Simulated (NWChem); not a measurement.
TiCl4; SMILES [Cl][Ti]([Cl])([Cl])[Cl]

Question: Give the equilibrium geometry at PBE-D3(BJ)/def2-SVP (NWChem) as an XYZ file, with the point group.

Answer: point group Td; any orientation.
```
5

Ti    -0.0001     0.0000     0.0000
Cl     1.5086    -0.9526     1.2401
Cl    -1.4920     0.9407     1.2688
Cl     0.9385     1.5063    -1.2535
Cl    -0.9550    -1.4944    -1.2553
```
